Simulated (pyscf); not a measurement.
H₂N–SiH•–Cl → •HN–SiH₂–Cl, a hydrogen shift (doublet surface; H–N broken, H–Si formed). Optimised with ωB97X-D3(BJ)/def2-SVP in PySCF. Correlated levels are frozen-core, on RHF or UHF. ΔMP2 is the change of the MP2 total energy from the triple- to the quadruple-zeta basis. Energies in kJ/mol from the reactant's lowest minimum found.

Small-basis levels: PySCF, no dispersion term, spherical d functions. AM1 to PM7: differences of heats of formation from MOPAC. GFN2-xTB: tblite. Open shells are spin-unrestricted. 

```json
[
 {"level": "HF/3-21G", "barrier": "…", "reaction energy": "+86.7"},
 {"level": "BP86/6-31G*", "barrier": "199.2", "reaction energy": "+91.8"},
 {"level": "PBE/6-31G*", "barrier": "199.5", "reaction energy": "+94.9"},
 {"level": "B3LYP/STO-3G", "barrier": "263.3", "reaction energy": "+40.3"},
 {"level": "B3LYP/6-311+G**", "barrier": "219.4", "reaction energy": "+94.8"},
 {"level": "GFN2-xTB", "barrier": "172.8", "reaction energy": "+59.6"},
 {"level": "AM1", "barrier": "…", "reaction energy": "+183.1"},
 {"level": "PM3", "barrier": "219.2", "reaction energy": "+67.2"},
 {"level": "PM6", "barrier": "155.8", "reaction energy": "+58.4"},
 {"level": "CCSD(T)/def2-TZVPP + ΔMP2(QZVPP)", "barrier": "…", "reaction energy": "+89.1"}
]
```

Task: Complete the blanks.

Result: 
- HF/3-21G, barrier: 322.9
- AM1, barrier: 337.0
- CCSD(T)/def2-TZVPP + ΔMP2(QZVPP), barrier: 213.7

Against the last row the barrier runs from -57.9 (PM6) to +123.3 kJ/mol (AM1). CCSD(T)/def2-TZVPP + ΔMP2(QZVPP) has limits of its own. One saddle was located; it need not be the lowest between these sides. The CCSD(T) − MP2 part came from Ansatz, without density fitting, on the same reference.
